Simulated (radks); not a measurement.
The numbers below are computed, except where a source is named.
Eu XIII, 51 electrons, occupied as [Kr] 4d10 4f3 5s2 (the NIST ground configuration).

Level of theory: Dirac Kohn-Sham, LB94 model potential, spin-unpolarised, spherical densities, finite nucleus; open shells fill j = l - 1/2 first; Fermi nuclear charge, rms radius 5.1115 fm (a radial shooting solver on a logarithmic mesh with Libxc functionals).

Energy parts (eV):
| part | energy |
|---|---|
| kinetic | 320742.46 |
| electron-nucleus | -710966.95 |
| Hartree | 102472.01 |
(The LB94 potential has no energy functional, so no total or exchange-correlation energy is given.)

Orbitals (lengths in bohr, moments of r in powers of bohr; <r^-3> diverges for s and p1/2; r(90%) holds 90 % of the orbital's charge):
orbital  occ.  eigenvalue (eV)  <r^-3>      <r>  r(90%)   <1/r>
1s1/2       2        -48744.23       -  0.02229  0.0403   70.28
2s1/2       2        -8218.036       -  0.09442   0.147   16.74
2p1/2       2        -7817.107       -  0.07886   0.130   16.75
2p3/2       4        -7163.142    9452  0.08561   0.139   14.86
3s1/2       2        -2006.365       -   0.2487   0.365   6.086
3p1/2       2        -1831.071       -   0.2382   0.357   6.012
3p3/2       4        -1698.075    1985   0.2510   0.375   5.536
3d3/2       4        -1392.658   333.4   0.2228   0.348   5.418
3d5/2       6        -1363.619   297.4   0.2268   0.353   5.299
4s1/2       2        -583.0874       -   0.5598   0.803   2.568
4p1/2       2        -515.1310       -   0.5702   0.828   2.474
4p3/2       4        -484.7647   453.7   0.5979   0.866   2.311
4d3/2       4        -371.7804   66.82   0.6244   0.930   2.123
4d5/2       6        -366.0828   58.90   0.6334   0.942   2.084
5s1/2       2        -243.0239       -    1.154    1.62   1.192
4f5/2       3        -230.5925   10.56   0.6933    1.10   1.749
4f7/2       0        -229.6125   10.28   0.6975    1.10   1.737
5p1/2       0        -218.6459       -    1.212    1.71   1.127
5p3/2       0        -210.7605   119.6    1.257    1.77   1.076
6s1/2       0        -136.2082       -    1.996    2.75  0.6905

The highest occupied level is 4f5/2 at -230.59 eV. The electron density at the nucleus is 5.796e+05 e/bohr^3. For comparison, the ionisation energy in NIST's Atomic Spectra Database is 243 eV (theoretical). In exact Kohn-Sham theory the highest level is minus the ionisation energy, but local and semilocal functionals leave it too shallow, through self-interaction and a potential that decays too fast; potentials with the right tail come closer. Summed over all electrons, <r^2> = 13.54 bohr^2, which gives a Langevin (diamagnetic) susceptibility term of -10.7 x 10^-6 cm^3/mol. The density falls to 0.001 e/bohr^3 at r = 2.22 bohr.

Beside tabulated values, note that spin-unpolarised runs miss the spin-polarisation part of the exchange energy of open shells.
